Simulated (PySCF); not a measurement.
Se(F)(SMe) (CH3FSSe), SMILES CS[Se]F.

Geometry optimised at PBE-D3(BJ)/def2-SVP. The values are those of a single conformer.

Level of theory: PBE-D3(BJ)/def2-SVP (PySCF 2.14.0).

Frequencies are harmonic and unscaled.

Computed harmonic wavenumbers and intensities:
```tsv
mode	ν (cm⁻¹)	IR (km/mol)	moving atoms (share of kinetic energy)
1	106	1.3	H 67 %, F 21 %, C 9 %
2	117	1.7	H 42 %, F 30 %, C 19 %
3	195	3.6	F 34 %, S 32 %, Se 13 %, C 11 %, H 10 %
4	222	0.5	C 28 %, S 21 %, Se 21 %, H 17 %, F 12 %
5	413	7.8	S 68 %, Se 29 %
6	587	71.3	F 80 %, Se 19 %
7	660	3.2	C 57 %, S 31 %, H 12 %
8	914	3.0	H 83 %, C 15 %
9	919	5.4	H 77 %, C 19 %
10	1261	3.1	H 86 %, C 14 %
11	1380	12.4	H 96 %
12	1395	9.3	H 95 %
13	2982	7.9	H 98 %
14	3095	0.4	H 90 %, C 10 %
15	3115	0.7	H 90 %, C 10 %
```
